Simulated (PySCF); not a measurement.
An unknown gives this computed stick spectrum. The calculation used TDDFT CAM-B3LYP/def2-SVPD, vertical, gas phase, core orbitals frozen in the response (PySCF 2.14.0, density-fitted response routines). Geometries: GFN2-xTB, one conformer each.

| state | ν̃ (cm⁻¹) | f | main configurations (H = HOMO, L = LUMO) |
| --- | --- | --- | --- |
| S1 | 57800 | 0.0072 | H→L (46%), H→L+1 (45%) |
| S2 | 58480 | 0.429 | H→L (48%), H→L+1 (48%) |
| S3 | 63040 | 0.0031 | H→L+2 (58%), H→L+5 (16%), H→L+3 (11%) |
| S4 | 65400 | 0.033 | H→L+3 (79%) |
| S5 | 69050 | 0.013 | H→L+5 (48%), H→L+4 (22%), H→L+2 (14%) |
| S6 | 70330 | 0.012 | H→L+4 (56%), H→L+2 (13%), H→L+8 (9%) |
| S7 | 72220 | 0.0006 | H-1→L (47%), H-1→L+1 (42%) |
| S8 | 73550 | 0.012 | H→L+7 (64%), H→L+8 (21%) |

Orbital energies (eV): HOMO-3 -12.96, HOMO-2 -12.66, HOMO-1 -12.19, HOMO -8.95, LUMO 1.04, LUMO+1 1.17, LUMO+2 1.82.

Question: Which structure fits?
A. `C=Cc1ccncc1`
B. `C=Nc1ccccc1`
C. `C/C(F)=C\CC(F)(F)F`

Answer: C. Its S1, at 7.17 eV, is the highest among the candidates; the nearest of the others has S1 at 4.77 eV. S1 is HOMO→LUMO (46%), HOMO→LUMO+1 (45%). Löwdin shares by element: HOMO carbon 70% or more, fluorine 12% or more (atoms not listed hold the other 17%); LUMO carbon 52% or more (atoms not listed hold the other 48%). At the same level the other candidates give, for their lowest levels:
- `C=Nc1ccccc1`: 4.26 eV (f 0.063); 5.17 eV (f 0.003); 5.86 eV (f 0.181); 6.20 eV (f 0.145); 6.34 eV (f 0.024); T1 3.37 eV; HOMO -7.81, LUMO -0.05 eV
- `C=Cc1ccncc1`: 4.77 eV (f 0.003); 5.21 eV (f 0.048); 5.33 eV (f 0.332); 5.42 eV (f 0.000); 6.51 eV (f 0.216); T1 3.36 eV; HOMO -8.51, LUMO -0.57 eV

Shape of the structure used: `[CH3:1]/[C:2]([F:3])=[CH:4]\[CH2:5][C:6]([F:7])([F:8])[F:9]`: C2–C4–C5–C6 -109°, C4–C5–C6–F7 -178°.
Triplets come from the Tamm–Dancoff approximation.
